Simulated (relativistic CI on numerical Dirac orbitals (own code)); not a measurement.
# Ta2+ (5d3) in a crystal field

Calculated by Dirac-Coulomb-Breit CI, KLI orbitals optimised for each configuration, a model potential for QED, valence Slater integrals scaled by 0.75, one configuration in a parametric crystal field (own radial code).

Field parameters in Wybourne normalisation: D4h B²₀ = −7Ds, B⁴₀ = 21(Dq − Dt), B⁴₄ = 21√(5/14) Dq. The field is a parameter set, without covalency.

S is read from ⟨S²⟩ = S(S + 1).

Powder χT (cm³ K mol⁻¹) by Van Vleck's formula, with temperature-independent terms:

```
                                       Field    2 K    5 K   10 K   20 K   50 K  100 K  200 K  300 K
D4h, 10Dq = 13750, Ds = -1500, Dt = 520 cm⁻¹  0.661  0.673  0.694  0.735  0.847  0.951   1.02   1.05
D4h, 10Dq = 13750, Ds = -1090, Dt = 520 cm⁻¹  0.715  0.743  0.791  0.879   1.01   1.05   1.08    1.1
 D4h, 10Dq = 13750, Ds = -680, Dt = 520 cm⁻¹  0.895   1.02   1.06   1.07   1.07   1.08    1.1   1.12
 D4h, 10Dq = 13750, Ds = -270, Dt = 520 cm⁻¹  0.671  0.723  0.808  0.929   1.04   1.08   1.11   1.13
  D4h, 10Dq = 13750, Ds = 140, Dt = 520 cm⁻¹  0.652  0.679  0.724  0.812  0.972   1.05    1.1   1.12
  D4h, 10Dq = 13750, Ds = 550, Dt = 520 cm⁻¹  0.641   0.66  0.693  0.757   0.91   1.02   1.08   1.11
  D4h, 10Dq = 13750, Ds = 950, Dt = 520 cm⁻¹   0.63  0.645  0.671  0.722  0.859   0.98   1.06    1.1
 D4h, 10Dq = 13750, Ds = 1360, Dt = 520 cm⁻¹  0.616  0.629   0.65  0.692  0.812  0.939   1.03   1.08
```

Question: For D4h, 10Dq = 13750, Ds = -270, Dt = 520 cm⁻¹: what effective moment follows at 300 K?

Answer: μ_eff = √(8χT) = 3.00 μB. The ground level has S = 1.48; the spin-only moment for S = 3/2 is 3.88 μB. The difference comes from the orbital moment, spin-orbit mixing of terms and temperature-independent paramagnetism, all larger in this ionic model than in covalent complexes.
